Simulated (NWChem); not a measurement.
# CH₆ClGeN; SMILES C[NH][GeH2][Cl]

```xyz
10

C      1.1611     2.1246     0.2541
N      0.0789     1.5005    -0.4749
Ge    -0.6706    -0.0580     0.0622
Cl     0.7236    -1.7419    -0.0457
H      2.1529     1.6659     0.0789
H      0.9635     2.0693     1.3365
H      1.2337     3.1948    -0.0005
H      0.1658     1.6013    -1.4818
H     -1.8262    -0.3865    -0.8875
H     -1.0501     0.0712     1.5408
```
Atoms are numbered in this order, from 1.

Results from NWChem. Pople sets run with spherical d functions. Coordinates come from a PBE0/def2-SVP optimisation. Level PBE/6-31G*: energy and gradient on several grids; changes count from the extra-fine grid, which is no exact limit either.

Problem. Which is the coarsest grid (fine; coarse; medium; xfine; xcoarse) from which on the energy stays within 500 μHa and each gradient component within 500 μHa/bohr of xfine?

Solution. medium.
| grid | size of the energy change (μHa) | largest change of a gradient component (μHa/bohr) |
|---|---|---|
| xcoarse | 2000 | 9000 |
| coarse | 100 | 1000 |
| medium | 20 | 300 |
| fine | < 10 | < 30 |
| xfine | < 10 | < 30 |
